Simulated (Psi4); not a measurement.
Psi4 input (wB97X-D/6-31G*):

```
memory 1500 MB

molecule {
0 2
Be   -0.00000000   -0.00000000   -1.39842396
Cl    0.00000000    0.00000000    0.32904093
symmetry c1
no_reorient
no_com
}

set {
  basis 6-31G*
  reference uks
  scf_type pk
  dft_radial_points 99
  dft_spherical_points 590
  e_convergence 1e-8
  d_convergence 1e-7
  maxiter 150
}

e = energy('wb97x-d')
print_out(f'\nFINAL {e:.10f} DIPOLE {variable("CURRENT DIPOLE")[0]:.6f} {variable("CURRENT DIPOLE")[1]:.6f} {variable("CURRENT DIPOLE")[2]:.6f}\n')
```

From the last part of the output:

```

    Beta Occupied:

       1A   -101.708483     2A     -9.583382     3A     -7.326883
       4A     -7.324496     5A     -7.324496     6A     -4.184171
       7A     -0.923023     8A     -0.491278     9A     -0.428397
      10A     -0.428397

    Beta Virtual:

      11A      0.031966    12A      0.087153    13A      0.087153
      14A      0.239120    15A      0.376002    16A      0.381917
      17A      0.381917    18A      0.473650    19A      0.557011
      20A      0.576218    21A      0.576218    22A      0.721596
      23A      0.792227    24A      0.792227    25A      0.876860
      26A      0.876863    27A      1.032347    28A      1.032350
      29A      1.176224    30A      1.338960    31A      1.338960
      32A      1.731583    33A      2.776992    34A      4.376112

    Final Occupation by Irrep:
              A
    DOCC [    10 ]
    SOCC [     1 ]
    NA   [    11 ]
    NB   [    10 ]

  @UKS Final Energy:  -474.92804715649152

   => Energetics <=

    Nuclear Repulsion Energy =             20.8305537981498432
    One-Electron Energy =                -696.2081877305618036
    Two-Electron Energy =                 223.0626099196237533
    DFT Exchange-Correlation Energy =     -22.6130156195161334
    Empirical Dispersion Energy =          -0.0000075241871757
    VV10 Nonlocal Energy =                  0.0000000000000000
    Total Energy =                       -474.9280471564915729

  UHF NO Occupations:
  HONO-2 :    9  A 1.9996604
  HONO-1 :   10  A 1.9996604
  HONO-0 :   11  A 1.0000000
  LUNO+0 :   12  A 0.0003396
  LUNO+1 :   13  A 0.0003396
  LUNO+2 :   14  A 0.0000356
  LUNO+3 :   15  A 0.0000034

Computation Completed

Properties will be evaluated at   0.000000,   0.000000,   0.000000 [a0]

Properties computed using the SCF density matrix

 Multipole Moments:

 ------------------------------------------------------------------------------------
     Multipole            Electronic (a.u.)      Nuclear  (a.u.)        Total (a.u.)
 ------------------------------------------------------------------------------------

 L = 1.  Multiply by 2.5417464519 to convert [e a0] to [Debye]
 Dipole X            :         -0.0000000            0.0000000           -0.0000000
 Dipole Y            :         -0.0000000            0.0000000           -0.0000000
 Dipole Z            :         -0.2955025           -0.0000001           -0.2955026
 Magnitude           :                                                    0.2955026

 ------------------------------------------------------------------------------------

FINAL -474.9280471565 DIPOLE -0.000000 -0.000000 -0.295503

*** Psi4 exiting successfully. Buy a developer a beer!
```
